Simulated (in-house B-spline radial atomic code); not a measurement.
Whole-atom quantities along the 51-electron series, configuration 1s2 2s2 2p6 3s2 3p6 3d10 4s2 4p6 4d10 4f5/2(3) 5s2. Breit and QED terms are first order and not part of the total energy; the density at the nucleus is averaged over the nuclear charge. Computed with a B-spline radial code for spherical atoms: Dirac-Hartree-Fock, jj configuration that fills j = l - 1/2 first, finite nuclei.

| ion | Z | E/Z² (Eh) | Σ<r²> (bohr²) | n(0)/Z³ (bohr⁻³) | Lamb diamagnetic shielding (ppm) | repulsion over attraction | Breit energy (eV) | self-energy (eV) | vacuum polarisation (eV) |
| --- | --- | --- | --- | --- | --- | --- | --- | --- | --- |
| Pm10+ | 61 | -2.6864 | 15.733 | 2.0459 | 7028.74 | 0.13864 | 235.73 | 185.45 | -27.778 |
| Sm11+ | 62 | -2.7046 | 14.595 | 2.1049 | 7188.93 | 0.13697 | 249.27 | 196.8 | -29.897 |
| Eu12+ | 63 | -2.7226 | 13.595 | 2.1755 | 7350.29 | 0.13531 | 263.37 | 208.69 | -32.157 |
